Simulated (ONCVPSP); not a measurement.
# Reading a pseudo-wave (Ne)

Columns: radius, all-electron u(r) and pseudo u(r) of the 2s shell (level -66.13 eV) of neon in the configuration [He] 2s2 2p4.5; LDA (Perdew-Wang 92), scalar-relativistic, ONCV scheme, ONCVPSP 4.0.1.

| r (bohr) | all-electron | pseudo |
| --- | --- | --- |
| 0.070 | -0.4991 | 0.0887 |
| 0.140 | -0.3708 | 0.1967 |
| 0.210 | -0.0413 | 0.3312 |
| 0.280 | 0.3085 | 0.4960 |
| 0.350 | 0.6068 | 0.6702 |
| 0.420 | 0.8316 | 0.8406 |
| 0.490 | 0.9840 | 0.9841 |
| 0.560 | 1.0742 | 1.0741 |
| 0.630 | 1.1141 | 1.1140 |
| 0.700 | 1.1160 | 1.1159 |
| 0.770 | 1.0904 | 1.0903 |
| 0.840 | 1.0455 | 1.0454 |
| 0.910 | 0.9882 | 0.9881 |
| 0.980 | 0.9235 | 0.9235 |
| 1.050 | 0.8552 | 0.8552 |
| 1.120 | 0.7861 | 0.7860 |
| 1.190 | 0.7180 | 0.7180 |
| 1.260 | 0.6524 | 0.6524 |
| 1.330 | 0.5901 | 0.5901 |
| 1.400 | 0.5317 | 0.5317 |
| 1.470 | 0.4775 | 0.4774 |
| 1.540 | 0.4275 | 0.4274 |
| 1.610 | 0.3817 | 0.3816 |
| 1.680 | 0.3400 | 0.3400 |
| 1.750 | 0.3022 | 0.3022 |
| 1.820 | 0.2681 | 0.2681 |

Q: How many radial nodes do the two functions have?

A: The all-electron 2s function has n − l − 1 = 1; the pseudo-wave has 0, since the states of the same l below it are removed with the core.

Q: At about which radius was the pseudo-wave matched?

A: 0.55 bohr, where the columns begin to agree (steps of 0.07 bohr).

Q: Where does each function peak?

A: Outermost all-electron maximum near 0.70 bohr, pseudo maximum near 0.70 bohr (to the table’s step).

Q: Is the pseudo-wave norm-conserving?

A: Yes: the ONCV scheme keeps the norm inside the radius equal to the all-electron one, which fixes the energy derivative of the logarithmic derivative at the level.
